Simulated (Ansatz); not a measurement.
Species: BiCl2, charge 0, doublet. BiCl2 (SMILES [Cl][Bi][Cl], doublet).
B3LYP-D3(BJ)/def2-TZVP minimum from Ansatz (a quantum-chemistry and plane-wave program):
```xyz
3

Bi    -0.2594    -0.1405     0.3548
Cl    -0.2788     1.9807    -0.8842
Cl     1.5451    -1.2948    -0.8478
```
Charge 0, spin multiplicity 2.

Property: atomisation energy (electronic, to ground-state atoms), in kcal/mol. Radicals and triplets start from unrestricted determinants; spin-orbit coupling is neglected. Cores are frozen in correlated methods (noble-gas shells, and filled d and f shells in the p block). Past Kr the def2 sets carry scalar-relativistic core potentials. CBS(X,Y): correlation extrapolated as X^-3, Hartree-Fock from the larger set. A bracket is a step between two methods taken in the basis named. Spin-orbit terms, left out, reach several kcal/mol for Br and I, and more for heavier atoms.

CCSD(T)/CBS(def2-TZVPP,def2-QZVPP) + [CCSDT(Q) - CCSD(T)]/def2-SVP (Ansatz) gives 143.3 kcal/mol.

**Question.** What does PBE/def2-TZVPD (Ansatz) give here, and how do the other levels compare?

**Answer.** PBE gives 155.3 kcal/mol, 12.0 kcal/mol above it. Differences of the others: B3LYP/def2-TZVPD (Ansatz) 0.6; PBE0/def2-TZVPD (Ansatz) 2.0; wB97M-V/def2-TZVPD (Ansatz) 2.6; B2PLYP/def2-TZVPD (Ansatz) -1.7; CCSD(T)/CBS(def2-TZVPP,def2-QZVPP) (Ansatz) -0.7 kcal/mol.
